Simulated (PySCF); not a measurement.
Ligands exchanged one at a time, Sn F-NH2. All species are isolated molecules in the gas phase. One relaxed conformer stands for each flexible species; it need not be the lowest. Strings in code marks are SMILES.

All values below come from PySCF with PBE-D3(BJ)/def2-TZVP // CAM-B3LYP-D3(BJ)/def2-TZVP. All candidates: neutral, multiplicity 1. Excitations are Tamm–Dancoff values on a coarser integration grid. The basis has no diffuse functions, so Rydberg states are missing or too high.

HOMO: -10.25 eV
S1 excitation (TDA): 5.78 eV
HOMO–LUMO gap: 5.65 eV

**Question.** Say which member has these values.
(A) `[F][Sn]([F])([F])[F]`
(B) `[NH2][Sn]([NH2])([NH2])[NH2]`
(C) `[NH2][Sn]([NH2])([F])[F]`

**Answer.** A, `[F][Sn]([F])([F])[F]`. The others give `[NH2][Sn]([NH2])([NH2])[NH2]`: -5.61 eV, 4.66 eV, 4.48 eV; `[NH2][Sn]([NH2])([F])[F]`: -6.72 eV, 4.67 eV, 4.33 eV
